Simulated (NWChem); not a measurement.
Molecule: CH₃Li; SMILES [Li][CH3]

Program: NWChem. The geometry was optimised at PBE0-D3(BJ)/def2-TZVP. Core excitations by TDA in a window of 1s orbitals, non-relativistic and unshifted: absolute energies depend strongly on the exact-exchange share.

For level C K edge, B3LYP/def2-TZVP:

| Quantity | Result |
|---|---|
| first 1s excitation (eV) | 271.7 |
| dipole oscillator strength of the first | 0.0038 |
| first state with f > 0.002 (eV) | 271.7 |
| dipole oscillator strength of that state | 0.0038 |

Task: How do the values read with level C K edge, BHandHLYP/cc-pVTZ instead?

Result: 
| Item | Value |
|---|---|
| first 1s excitation (eV) | 281.6 |
| dipole oscillator strength of the first | 0.0064 |
| first state with f > 0.002 (eV) | 281.6 |
| dipole oscillator strength of that state | 0.0064 |
